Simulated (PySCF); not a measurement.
## Stretching AlI⁺

Set-up: PySCF, scalar-relativistic core potentials, basis sets Al cc-pV(D+d)Z, I cc-pVDZ-PP with ECP28. Energies in eV from Al⁺ + I in their ground configurations at the same level. State: ²Σ⁺ (doublet), unpaired electrons σ ↑.

All columns are PBE0. A positive dipole points towards I; it is taken about the centre of mass and depends on that origin.

```json
{"R (Å)": "2.087", "E (eV)": "-0.274", "μ (D)": "-5.41", "Mulliken charge on Al (basis-dependent)": "0.58", "HOMO (eV)": "-13.42", "LUMO (eV)": "-9.97", "Mayer bond order": "1.92", "⟨S²⟩": "0.75"}
{"R (Å)": "2.184", "E (eV)": "-0.867", "μ (D)": "-5.98", "Mulliken charge on Al (basis-dependent)": "0.64", "HOMO (eV)": "-13.53", "LUMO (eV)": "-10.17", "Mayer bond order": "1.84", "⟨S²⟩": "0.75"}
{"R (Å)": "2.281", "E (eV)": "-1.178", "μ (D)": "-6.54", "Mulliken charge on Al (basis-dependent)": "0.69", "HOMO (eV)": "-13.62", "LUMO (eV)": "-10.35", "Mayer bond order": "1.74", "⟨S²⟩": "0.75"}
{"R (Å)": "2.354", "E (eV)": "-1.281", "μ (D)": "-6.95", "Mulliken charge on Al (basis-dependent)": "0.73", "HOMO (eV)": "-13.68", "LUMO (eV)": "-10.48", "Mayer bond order": "1.67", "⟨S²⟩": "0.75"}
{"R (Å)": "2.427", "E (eV)": "-1.303", "μ (D)": "-7.35", "Mulliken charge on Al (basis-dependent)": "0.76", "HOMO (eV)": "-13.63", "LUMO (eV)": "-10.60", "Mayer bond order": "1.59", "⟨S²⟩": "0.76"}
{"R (Å)": "2.500", "E (eV)": "-1.268", "μ (D)": "-7.73", "Mulliken charge on Al (basis-dependent)": "0.78", "HOMO (eV)": "-13.47", "LUMO (eV)": "-10.71", "Mayer bond order": "1.51", "⟨S²⟩": "0.76"}
{"R (Å)": "2.597", "E (eV)": "-1.161", "μ (D)": "-8.19", "Mulliken charge on Al (basis-dependent)": "0.81", "HOMO (eV)": "-13.27", "LUMO (eV)": "-10.83", "Mayer bond order": "1.40", "⟨S²⟩": "0.76"}
{"R (Å)": "2.718", "E (eV)": "-0.977", "μ (D)": "-8.72", "Mulliken charge on Al (basis-dependent)": "0.84", "HOMO (eV)": "-13.05", "LUMO (eV)": "-10.94", "Mayer bond order": "1.23", "⟨S²⟩": "0.76"}
{"R (Å)": "2.864", "E (eV)": "-0.742", "μ (D)": "-9.27", "Mulliken charge on Al (basis-dependent)": "0.85", "HOMO (eV)": "-12.83", "LUMO (eV)": "-11.00", "Mayer bond order": "1.02", "⟨S²⟩": "0.77"}
{"R (Å)": "3.058", "E (eV)": "-0.473", "μ (D)": "-9.96", "Mulliken charge on Al (basis-dependent)": "0.87", "HOMO (eV)": "-12.58", "LUMO (eV)": "-10.95", "Mayer bond order": "0.74", "⟨S²⟩": "0.77"}
```

A fit through these points gives, at Re = 2.415 Å, μ = -7.28 D and dμ/dR = -5.37 D/Å; the reduced mass is 22.25 u.

How strong is the fundamental in the double-harmonic approximation, I = 42.26·(dμ/dR)²/μred km/mol?

I = 42.26·(-5.37)²/22.25 = 54.8 km/mol at PBE0.

Spin–orbit coupling is left out, which matters for elements this heavy, above all for dissociation energies. For an ion De counts to the pair picked by the measured ionisation energies or electron affinities, which need not be the lowest pair at this level. The state is the lowest determinant that a PBE0 search found; another state may lie lower at other levels.
